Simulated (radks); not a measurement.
Problem. Radial electron density D(r) = 4 pi r^2 rho(r) of an atom or ion with 52 electrons. Calculated with a radial shooting solver on a logarithmic mesh with Libxc functionals: scalar-relativistic Kohn-Sham, LDA (Slater exchange, Perdew-Wang correlation), spin-polarised, spherical densities, finite nucleus; Fermi nuclear charge, rms radius of each element as measured or else 0.836 A^(1/3) + 0.57 fm.

```
   r/bohr * D(r) (the largest magnitude, 88.5, reaches the edge; | marks zero)
0.0009479 |*
 0.001095 |*
 0.001264 | *
 0.001449 | *
 0.001673 |  *
 0.001932 |   *
 0.002231 |    *
 0.002577 |     *
 0.002976 |      *
 0.003409 |        *
 0.003937 |          *
 0.004547 |             *
 0.005252 |               *
 0.006065 |                   *
 0.007004 |                      *
 0.008025 |                          *
 0.009268 |                              *
   0.0107 |                                 *
  0.01236 |                                     *
  0.01428 |                                       *
  0.01649 |                                         *
  0.01889 |                                          *
  0.02181 |                                         *
  0.02519 |                                        *
  0.02909 |                                      *
   0.0336 |                                     *
   0.0385 |                                    *
  0.04446 |                                      *
  0.05134 |                                         *
   0.0593 |                                              *
  0.06848 |                                                   *
  0.07909 |                                                      *
  0.09061 |                                                      *
   0.1046 |                                                  *
   0.1208 |                                             *
   0.1396 |                                        *
   0.1612 |                                      *
   0.1861 |                                        *
   0.2133 |                                            *
   0.2463 |                                             *
   0.2844 |                                          *
   0.3285 |                                  *
   0.3794 |                        *
   0.4346 |                 *
    0.502 |              *
   0.5797 |               *
   0.6695 |                *
   0.7732 |                *
    0.893 |             *
    1.023 |         *
    1.181 |      *
    1.364 |   *
    1.576 |  *
     1.82 |  *
    2.102 | *
    2.408 | *
    2.781 |*
    3.212 |*
    3.709 *
    4.284 *
    4.947 *
    5.668 *
    6.546 *
    7.559 *
```

What is the nuclear charge?

Solution. Z = 53. The innermost maximum, from 1s, lies near gamma/Z bohr with gamma = sqrt(1 - (Z/c)^2) = 0.922, here 0.0174 bohr (found: 0.0190), and its height grows with Z. The density is that of the iodine ion I+ in [Kr] 4d10 5p(up 2.5, down 2.5) 5s(up 1, down 0); the configuration itself is not fixed sharply by these data, and Z only to a few units. D(r) has 4 maxima, at r = 0.0190, 0.0843, 0.242, 0.697 bohr, and minima at 0.0370, 0.160, 0.510 bohr, inside which lie 1.97, 11.20, 28.97 electrons.
